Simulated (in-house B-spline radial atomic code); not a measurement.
Yb²⁺. Computed with a B-spline radial atomic code. Model: non-relativistic spherical atom: semilocal Troullier-Martins pseudo-atom, one channel per l, against all electrons, high spin, G0W0 and RPA with empty states to l = 8, local potential for every l without a channel, a model core (radius 0 = none) keeps its share of the functional.

Without relativity these are model numbers for so heavy an element.

What the tables leave out is listed at the end.

The pseudopotential gives back the lowest level of each angular momentum of its own functional in the configuration it was made in; a second state of the same l is only approximately right. Exact exchange, RPA and GW see the smooth pseudo-orbitals and miss the exchange with the core, for which the functional's share stands in. The column with an uncorrelated core keeps all orbitals and exact exchange, and so separates missing core correlation from pseudisation. Only the three outermost levels and the lowest empty one were computed. RPA here is direct RPA, with no exchange kernel, and its energies carry an (l + 1/2)⁻⁴ tail. A hybrid on a potential with a model core restores only its own semilocal share of the core's exchange.

Command:
```bash
python run_psgw.py task.json out
```
Settings (lengths in bohr, energies in hartree):
```
Z                      70
electrons              68
configuration          [Xe] 4f14
generated_in           [Xe] 4f14 6s2
functional             pbe,pbe
core_shells            10
radius_factor          1.15
core_correction        False
```

Run time, properties included: 24 s on 1 thread of AMD EPYC 7R43 64-Core Processor (Zen 3), with other jobs on the host.

Given: made with PBE; model core radius 0 bohr; local radius 1.756 bohr; mean-field start PBE.

Valence shells of the generating configuration: 5p, 4f, 6s.

Channel: s 3.4, p 1.466, d 2.262, f 1.855 (radii in bohr).

Computed: largest level miss in the spin-unpolarised generating configuration 0 eV; valence RPA correlation energy all-electron orbitals -1.6449 hartree; valence RPA correlation energy pseudo -2.4124 hartree; pseudo-atom RPA polarisability 5.9875 bohr³.

| level | occupied | mean-field all-electron (eV) | mean-field pseudo minus all (eV) | G0W0 all-electron (eV) | G0W0 uncorrelated core minus all (eV) | G0W0 pseudo minus all (eV) | exchange self-energy all-electron (eV) | exchange self-energy pseudo (eV) |
| --- | --- | --- | --- | --- | --- | --- | --- | --- |
| 4f | 1 | -21.521 | 0.24 | -30.135 | -0.159 | 6.937 | -75.245 | -38.19 |
| 6s (empty) | 0 | -13.925 | 0.027 | -11.244 | 0.003 | -0.414 | -2.3261 | -2.0436 |

Task: What is the all-electron RPA polarisability, core included?

Result: 5.9268 bohr³.

Given: mean-field start PBE0.

Computed: valence RPA correlation energy all-electron orbitals -1.5589 hartree; valence RPA correlation energy pseudo -2.3517 hartree; pseudo-atom RPA polarisability 5.6511 bohr³.

```tsv
level	occupied	mean-field all-electron (eV)	mean-field pseudo minus all (eV)	G0W0 all-electron (eV)	G0W0 uncorrelated core minus all (eV)	G0W0 pseudo minus all (eV)	exchange self-energy all-electron (eV)	exchange self-energy pseudo (eV)
4f	1	-24.674	1.937	-30.249	-0.227	6.2	-75.705	-38.043
6s (empty)	0	-12.986	-0.334	-11.218	0.004	-0.439	-2.0863	-2.0607
```

Task: What is the all-electron RPA polarisability, core included?

Result: 5.2318 bohr³.

Given: mean-field start Hartree-Fock.

Computed: valence RPA correlation energy pseudo -2.1923 hartree; all-electron RPA polarisability, core included 4.1825 bohr³; pseudo-atom RPA polarisability 5.087 bohr³.

| level | occupied | mean-field all-electron (eV) | mean-field pseudo minus all (eV) | G0W0 all-electron (eV) | G0W0 uncorrelated core minus all (eV) | G0W0 pseudo minus all (eV) | exchange self-energy all-electron (eV) | exchange self-energy pseudo (eV) |
| --- | --- | --- | --- | --- | --- | --- | --- | --- |
| 4f | 1 | -33.414 | 7.508 | -30.001 | -0.322 | 3.429 | -76.888 | -37.557 |
| 6s (empty) | 0 | -10.5 | -0.969 | -11.089 | 0.006 | -0.624 | -1.3469 | -1.9219 |

Task: What is the valence RPA correlation energy all-electron orbitals?

Result: -1.3607 hartree.

Among the listed levels the largest G0W0 shift of the pseudo-atom is +6.94 eV, for 4f on the PBE start, while leaving the core uncorrelated moves that level by -0.16 eV. So pseudisation and the lost core exchange, not the missing core correlation, make the error. Not in the tables (levels of low weight, unsolved or above zero; the highest and the empty levels are kept at any weight): on PBE the G0W0 levels 5p (pseudo minus all +0.31 eV, weights 0.54 and 0.80); on PBE0 the G0W0 levels 5p (pseudo minus all +0.33 eV, weights 0.27 and 0.83); on Hartree-Fock the G0W0 levels 5p (pseudo minus all -1.63 eV, weights 0.23 and 0.96).
